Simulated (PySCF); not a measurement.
C₃H₇NSi₂, SMILES [SiH3]C1=C[SiH2]N=C1.

Geometry: PBE0-D3(BJ)/def2-SVP. A frequency run showed that this geometry is not a minimum. The structure was generated by enumeration, and PubChem lists no compound with its InChIKey, so it may never have been made.

Two levels are set side by side: PBE/def2-TZVP (PySCF) and M06-2X/def2-TZVP (PySCF). Same geometry, gas phase. Differences are taken from unrounded values.

```
quantity                     M06-2X
---------------------------  ------
orbital gap (eV)               7.44
highest occupied level (eV)   -8.78
lowest empty level (eV)       -1.34
dipole moment (D)              1.98
mean polarisability (bohr³)    89.7
```

Task: What does PBE give, and how far is it from M06-2X? (The exact figures need the calculation; the answer reports its results.)

Result: 
```tsv
quantity	PBE	PBE minus M06-2X
orbital gap (eV)	2.87	-4.57
highest occupied level (eV)	-6.04	2.73
lowest empty level (eV)	-3.18	-1.83
dipole moment (D)	1.78	-0.20
mean polarisability (bohr³)	95.3	5.6
```

PBE's occupied levels lie high since its potential decays too fast outside the molecule; exact exchange lowers them and widens the gap. Loosely held outer electrons make PBE densities more polarisable. Differences between two approximate levels are no errors against the true value.

Rough cost on one machine, each run with all the roots and properties that it gave: M06-2X against PBE about 3 times.
